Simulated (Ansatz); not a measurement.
`C=C=C([SiH3])CCl` + `[OH][Sn]([F])([F])[F]` → `[F][Sn]([F])([F])[O][SiH3]` + `C=C=CCCl`  (ligand exchange at the Si–C bond)

Computed with Ansatz on PBE0-D4/def2-TZVP structures; ΔE is electronic, products minus reactants. CCSD(T)/CBS is the MP2 limit (def2-TZVPP, def2-QZVPP) plus CCSD(T) − MP2 in def2-TZVPP, frozen cores. DFT in def2-TZVPP. def2 core potentials past Kr. For Sn outer-core shells are correlated without core-valence functions, which leaves a few kJ/mol of doubt a bond. One conformer a species, not always the lowest.

(1) Is it downhill or uphill in electronic energy at CCSD(T)/CBS, and by how much? (An estimate is asked.)

(2) What do these levels give: PBE0-D4, ωB97M-V, B2PLYP, PBE0, HF/def2-QZVPP, HF/CBS(def2)? (Estimate.)

Largest T1 diagnostic among the species: 0.015.

Results:

(1) The calculation gave: Downhill: ΔE = -89.0 kJ/mol.

(2) Computed: PBE0-D4 -76.9, ωB97M-V -85.2, B2PLYP -91.3, PBE0 -80.7, HF/def2-QZVPP -119.0, HF/CBS(def2) -119.3 kJ/mol.

The D4 term adds +6.9 kJ/mol with B3LYP and +3.8 kJ/mol with PBE0; it sums over pairs of atoms, weighted by their polarisabilities, and B3LYP, whose exchange is more repulsive, gets the larger term. From PBE to PBE0 (25 % exact exchange), in def2-TZVPP and without D4, ΔE moves by −7.1 kJ/mol.

B3LYP here is the variant with VWN-RPA as its local correlation; programs differ in this.
